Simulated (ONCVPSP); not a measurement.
**beryllium (Be): ONCV pseudisation with PW91, scalar-relativistic reference atom.**

ONCVPSP 4.0.1 input, shortened (lines: element, Z, core and valence counts, functional; n l f; lmax; l rc ep ncon nbas qcut; lloc lpopt rc5 dvloc0; l nproj debl; icmod fcfact rcfact), PW91, scalar-relativistic:

```
  Be 4.00    1    1  -109134      upf
    1    0    2.00
    2    0    0.50
    2
    0    1.35    0.00    4    7    4.10
    1    1.40    0.18    3    8    5.60
    2    1.45    0.39    4    8    7.80
    4    5    1.25    0.00
    0    1    3.60
    1    2    0.40
    2    2    0.30
    3    1.75    1.30
```

In the p channel the program set the typed energies aside and used 0.050, 0.450 Ha.

Poles of the logarithmic derivatives, all-electron (AE) and pseudo (PS). s: poles at 3.6 (AE) and 2.0 (PS) Ha. p: poles at 1.8 (AE) and 1.8 (PS) Ha. d: poles at no energy (AE) and no energy (PS) Ha. Test radii: s 1.37, p 1.42, d 1.47 bohr.

* Cutoffs needed: 6.9 Ha and 27 Ha (the cutoffs (Ha) at which the residual kinetic energy of the hardest occupied pseudo-wave falls to 1 and 0.1 mHa per electron)
* Ghost test: no bound ghost flagged; no localised positive-energy state flagged
* Largest excitation error: +79 meV (all-electron minus pseudo) for 2s1 2p1, out of 4 test configurations
* rms error of d²Exc/dni dnj: 25.58 mHa without and 21.67 mHa with the model core
